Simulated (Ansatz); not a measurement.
Species: sum formula H4Si2OF, charge 0, multiplicity 2. It need not be the lowest isomer of its formula. 
Coordinates optimised at B3LYP-D3(BJ)/def2-TZVP (Ansatz, a program for electronic structure):
```
O
Si 1 1.6254
F 2 1.6094 1 108.95
Si 1 1.6484 2 150.26 3 52.26
H 4 1.4771 1 107.87 2 158.51
H 4 1.4782 5 110.06 1 -119.44
H 4 1.4801 5 109.91 6 -120.94
H 2 1.4914 3 106.75 1 -116.15
```
Charge 0, spin multiplicity 2.

Dipole moments at this geometry, in debye (magnitudes).

```csv
level,program,dipole (D)
PBE/def2-TZVPD,Ansatz,1.12
r2SCAN/def2-TZVPD,Ansatz,1.13
B97M-V/def2-TZVPD,Ansatz,1.09
B3LYP/def2-TZVPD,Ansatz,1.19
PBE0/def2-TZVPD,Ansatz,1.18
BHLYP/def2-TZVPD,Ansatz,1.26
r2SCANh/def2-TZVPD,Ansatz,1.15
r2SCAN0/def2-TZVPD,Ansatz,1.19
CAM-B3LYP/def2-TZVPD,Ansatz,1.22
LC-wPBE/def2-TZVPD,Ansatz,1.19
wB97M-V/def2-TZVPD,Ansatz,1.17
wB97X-V/def2-TZVPD,Ansatz,1.18
CCSD(T)/aug-cc-pV(D+d)Z,Ansatz,1.20
```
